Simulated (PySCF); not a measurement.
# How the method changes the shape and vibrations of AlB2ClH3

These are calculations, not measurements. They come from PySCF 2.14.0, an open-source quantum chemistry program, on an isolated molecule that a program drew, which may never have been made. The molecule is AlB2ClH3 (charge 0, doublet), drawn as the SMILES string `B[B][AlH][Cl]`.

The geometry was optimised and harmonic frequencies were computed with HF and MP2, all in the cc-pV(D+d)Z basis, for the commonest isotopes, with a restricted reference for singlets and an unrestricted one otherwise, and a frozen core in MP2. Each result is a local minimum of its method.

Geometry at the HF minimum:
```xyz
7
AlB2ClH3, angstrom
B     0.7527    1.8563    0.4708
B     1.2579    0.3469    0.1251
Al    1.9079   -1.5974   -0.3035
Cl    2.0598   -2.1468   -2.3452
H     0.4758    2.6301   -0.4063
H     0.6486    2.2204    1.6122
H     2.2880   -2.6692    0.7768
```

Lengths of the bonds as drawn, in Å (atoms numbered as above):
| bond | HF | MP2 |
|---|---|---|
| B1-B2 | 1.629 | 1.620 |
| B2-Al3 | 2.094 | 2.103 |
| Al3-Cl4 | 2.120 | 2.112 |
| B1-H5 | 1.202 | 1.209 |
| B1-H6 | 1.203 | 1.210 |
| Al3-H7 | 1.569 | 1.570 |

Rotational constants, in GHz:
| constant | HF | MP2 |
|---|---|---|
| A | 12.29 | 12.1 |
| B | 1.711 | 1.725 |
| C | 1.502 | 1.51 |

Harmonic frequencies in cm^-1, each column in rising order, so a row needn't be the same motion in every method:
| rank | HF | MP2 |
|---|---|---|
| 1 | 89 | 81 |
| 2 | 147 | 156 |
| 3 | 211 | 207 |
| 4 | 254 | 224 |
| 5 | 444 | 435 |
| 6 | 482 | 465 |
| 7 | 545 | 546 |
| 8 | 634 | 578 |
| 9 | 717 | ? |
| 10 | 930 | 862 |
| 11 | 1055 | 1046 |
| 12 | 1265 | 1207 |
| 13 | 2036 | 2007 |
| 14 | 2658 | 2607 |
| 15 | 2728 | 2687 |

**Estimate the missing MP2 frequency from the HF column.**

A single factor s that minimises the squared misfit of MP2 against s times HF over the other rows is sum(HF x MP2) / sum(HF^2) = 0.9784, with an rms misfit of 22 cm^-1. For rank 9 it gives 0.9784 x 717 = 702 cm^-1. The calculation gives 681 cm^-1, 21 cm^-1 below the estimate. The drawn bonds are on average 0.1 % longer in MP2 than in HF.
